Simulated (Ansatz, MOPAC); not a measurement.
Enthalpy of formation at 298 K: 6 cases among boron compounds, in kcal/mol, species as SMILES. Terms: dispersion terms only where a functional's name holds one; PM7 with its own dispersion and hydrogen-bond terms; six Cartesian d functions in 6-31G* and its kin unless marked 5d; UHF or UKS for open shells; frozen cores in correlated levels; spin-orbit terms left out; non-relativistic. CBS(X,Y): correlation extrapolated as X^-3; Hartree-Fock from the larger set (for Q and 5 zeta extrapolated as (X+1)exp(-9√X)). First-principles rows: single points at B3LYP-D3(BJ) geometries (Ansatz, a quantum-chemistry and plane-wave program), with unscaled harmonic terms from B3LYP/6-31G* (Ansatz) at its own minima, enthalpies of formation by atomisation with measured atoms. Semi-empirical rows: MOPAC heats of formation at their own minima for 298 K.

Coupled cluster (Ansatz) is a level with limits of its own, used here on species with T1 under 0.025 (0.045 for open shells) and stable references: (a) CCSD(T)/CBS(aug-cc-pV(T+d)Z,aug-cc-pV(Q+d)Z); (b) CCSD(T)/CBS(cc-pV(T+d)Z,cc-pV(Q+d)Z); (c) CCSD(T)/CBS(cc-pV(Q+d)Z,cc-pV(5+d)Z).

```
species                               atoms  coupled cluster  difference of PM7 (MOPAC)  difference of SVWN5/6-31G* (Ansatz)  difference of PBE/3-21G (Ansatz)  difference of B3LYP/6-31+G* (Ansatz)  difference of B3LYP/def2-TZVPD (Ansatz)  difference of B2PLYP-D3(BJ)/def2-TZVPD (Ansatz + dftd3)
------------------------------------  -----  ---------------  -------------------------  -----------------------------------  --------------------------------  ------------------------------------  ---------------------------------------  -------------------------------------------------------
NB(Cl)Cl                                  6        -97.5 (c)                        1.2                                -79.9                               7.7                                  12.6                                      4.7                                                      2.3
ClB(C#C)Cl [dichloro(ethynyl)borane]      6        -10.9 (c)                       -2.4                               -101.2                              -5.0                                  15.6                                      6.1                                                     -1.2
CB(Cl)C [chloro(dimethyl)borane]         10        -51.4 (a)                       -0.3                               -121.9                             -10.4                                   9.0                                      3.8                                                      4.7
CB(C)O                                   11        -95.7 (a)                        3.1                               -139.6                             -11.7                                  11.6                                      3.5                                                      6.9
CNB(O)O [methylaminoboronic acid]        11       -175.2 (a)                        7.6                               -156.9                               7.6                                  19.6                                      5.7                                                      8.7
C=CCB(O)O [prop-2-enylboronic acid]      13       -142.0 (b)                       -2.9                               -193.0                              -8.4                                  24.0                                      8.8                                                      9.3
```

```json
[
 {"level": "PM7 (MOPAC)", "cases": "6", "mean signed difference": "1.05", "mean absolute difference": "2.92", "median absolute difference": "2.65", "largest absolute difference": "7.6"},
 {"level": "SVWN5/6-31G* (Ansatz)", "cases": "6", "mean signed difference": "-132.08", "mean absolute difference": "132.08", "median absolute difference": "130.75", "largest absolute difference": "193.0"},
 {"level": "PBE/3-21G (Ansatz)", "cases": "6", "mean signed difference": "-3.37", "mean absolute difference": "8.47", "median absolute difference": "8.05", "largest absolute difference": "11.7"},
 {"level": "B3LYP/6-31+G* (Ansatz)", "cases": "6", "mean signed difference": "15.40", "mean absolute difference": "15.40", "median absolute difference": "14.10", "largest absolute difference": "24.0"},
 {"level": "B3LYP/def2-TZVPD (Ansatz)", "cases": "6", "mean signed difference": "5.43", "mean absolute difference": "5.43", "median absolute difference": "5.20", "largest absolute difference": "8.8"},
 {"level": "B2PLYP-D3(BJ)/def2-TZVPD (Ansatz + dftd3)", "cases": "6", "mean signed difference": "5.12", "mean absolute difference": "5.52", "median absolute difference": "5.80", "largest absolute difference": "9.3"}
]
```

PM7 lies above in 3 of 6 cases and within 2 kcal/mol in 2; mean signed difference 1.05 kcal/mol, mean absolute 2.92 kcal/mol (1.30 over the 3 cases of up to 10 atoms, 4.53 over the larger). These figures hold for the species listed.

How the rows were picked: cases drawn at random among the computed members of the class with clean coupled-cluster diagnostics. The batch they came from held 18 cases of this property in the class: 4 with a tabulated value, 12 with clean coupled cluster alone, 2 with neither, which enter no statistics. The levels are drawn from those run on every case listed, the commonest habits more often. No case is left out for the size of its miss. Left out are saddle points of the reference geometry, anions that the best level run finds unbound, excited spin states, species near biochemistry, 298 K rows of species without real B3LYP wavenumbers, cases with under five habitual levels, runs that failed or that the program found above a lower state of the same kind, table entries that another table contradicts, and a share of species set aside by lot.
